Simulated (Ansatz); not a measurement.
Consider the substitution at a C–C bond: `O=CCC(F)(F)F` + H–F → `FCC(F)(F)F` + `C=O`.

Program: Ansatz. Geometries: PBE0-D4/def2-TZVP. ΔE: electronic, gas phase. CBS: MP2 limit from def2 TZ/QZ plus the TZ coupled-cluster correction, frozen cores. This one scheme is used for every species. DFT in def2-TZVPP. One conformer a species, not always the lowest.

`O=CCC(F)(F)F`:

Cartesian coordinates in Å:
```
O -1.247 1.032 1.875
C -0.319 0.758 1.171
C -0.301 -0.460 0.278
C 0.414 -0.224 -1.026
F 1.697 0.112 -0.828
F 0.399 -1.316 -1.795
F -0.152 0.768 -1.724
H 0.600 1.379 1.161
H 0.230 -1.261 0.802
H -1.322 -0.790 0.085
```

H–F:

Z-matrix (Å, degrees):
```
F
H 1 0.920
```

`FCC(F)(F)F`:

Z-matrix (Å, degrees):
```
C
C 1 1.514
F 1 1.364 2 109.8
H 1 1.092 2 108.6 3 120.0
H 1 1.092 2 108.6 3 -120.0
F 2 1.339 1 108.9 3 -180.0
F 2 1.332 1 111.9 3 60.6
F 2 1.332 1 111.9 3 -60.5
```

`C=O`:

Cartesian coordinates in Å:
```
C -0.003 0.003 -0.002
O 0.665 -0.814 0.560
H -0.214 0.997 0.443
H -0.448 -0.186 -1.000
```

```csv
level,ΔE (eV)
LDA (SPW92),0.94
B2PLYP,0.80
BLYP,0.67
r2SCAN0,0.86
```

Q: What does CCSD(T)/CBS give? (Best estimate.)

A: The calculation gave: +0.92 eV. The listed levels differ from it by 0.02, -0.12, -0.25, -0.06 eV.

Q: What do rigid-rotor, harmonic-oscillator terms from PBE0-D4/def2-TZVP frequencies (298.15 K, 1 bar) make of the CCSD(T)/CBS value? (Best estimate.)

A: Computed: ΔZPE = +0.03 eV, ΔH = +0.92 eV, ΔS = 12 J/(mol·K), ΔG = +0.89 eV.

Largest T1 diagnostic among the species: 0.015.

Leaving LDA and LC-ωPBE aside and taking each functional with its dispersion term where it has one, the values, not all of them listed here, spread over 0.15 eV, from BLYP-D4 to PBE-QIDH. LDA lies +0.13 eV from PBE without D4. The D4 term adds +0.06 eV with B3LYP and +0.03 eV with PBE0; it sums over pairs of atoms, weighted by their polarisabilities, and B3LYP, whose exchange is more repulsive, gets the larger term.

B3LYP here is the variant with VWN-RPA as its local correlation; programs differ in this.
